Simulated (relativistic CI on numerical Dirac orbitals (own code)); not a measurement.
Level scheme of Kr XXXV

Method of calculation: Dirac-Coulomb-Breit CI, KLI orbitals optimised for each configuration, model QED (radiative potential, 1s self-energy scaled to tabulated hydrogen-like ionisation energies), unscaled Slater integrals (own radial code, finite nucleus).

Configuration list: 1s², 1s2s, 1s2p, 1s3s, 1s3p, 1s3d, 1s4s, 1s4p, 1s4d, 1s4f, 1s5s, 1s5p, 1s5d, 1s5f, 1s5g, 1s6s, 1s6p, 1s6d. Levels of other configurations are missing.

```tsv
No.	Configuration	Term	J	E (eV)	%	Landé g	Lifetime (s)
1	1s²	¹S	0	0.0	100		
2	1s2s	³S	1	12977.6	100	1.973	1.78e-10
3	1s2p	³P°	0	13021.9	100		1.57e-09
4	1s2p	³P°	1	13024.6	80	1.372	2.54e-15
5	1s2s	¹S	0	13025.0	100		
6	1s2p	³P°	2	13089.3	100	1.483	9.69e-12
7	1s2p	¹P°	1	13113.2	80	1.100	6.54e-16
8	1s3s	³S	1	15394.1	100	1.976	8.56e-14
9	1s3p	³P°	0	15406.3	100		2.85e-14
10	1s3s	¹S	0	15406.8	100		8.70e-14
11	1s3p	³P°	1	15407.1	79	1.372	6.92e-15
12	1s3p	³P°	2	15426.4	100	1.487	3.04e-14
13	1s3d	³D	2	15432.2	62	1.089	9.94e-15
14	1s3d	³D	1	15432.6	100	0.506	9.99e-15
15	1s3p	¹P°	1	15433.0	79	1.110	2.21e-15
16	1s3d	³D	3	15438.9	100	1.323	1.02e-14
17	1s3d	¹D	2	15439.5	62	1.067	1.02e-14
18	1s4s	³S	1	16231.5	100	1.978	1.26e-13
19	1s4p	³P°	0	16236.5	100		4.89e-14
20	1s4s	¹S	0	16236.7	100		1.23e-13
21	1s4p	³P°	1	16236.8	79	1.372	1.52e-14
22	1s4p	³P°	2	16245.0	100	1.488	5.16e-14
23	1s4d	³D	2	16247.4	63	1.091	2.30e-14
24	1s4d	³D	1	16247.5	100	0.508	2.32e-14
25	1s4p	¹P°	1	16247.7	79	1.113	5.18e-15
26	1s4d	³D	3	16250.2	100	1.325	2.38e-14
27	1s4f	³F°	3	16250.4	57	1.038	4.77e-14
28	1s4f	³F°	2	16250.5	100	0.671	4.77e-14
29	1s4d	¹D	2	16250.5	63	1.068	2.36e-14
30	1s4f	³F°	4	16251.8	100	1.243	4.80e-14
```

Energies count from the lowest computed level; ° marks odd parity; lifetimes are radiative, by E1, M1, E2, M2 decay to levels of this space only; some are left blank where a channel outside the calculation adds to the decay or the decay crosses a small, uncertain gap.

The mean weight of the leading LS term, summed over parents, in these 30 levels is 89 %, and that of the leading jj configuration (from the same eigenvectors) 100 %, so jj coupling describes them better and the LS labels are nominal.

At this charge energies of transitions that change n are usually good to better than 1 %, and those within a shell (Δn = 0) to a few per cent.

LS names give the leading component of a level, which can be under half, so a name can repeat, a term be missing and a line seem to break the LS rules.
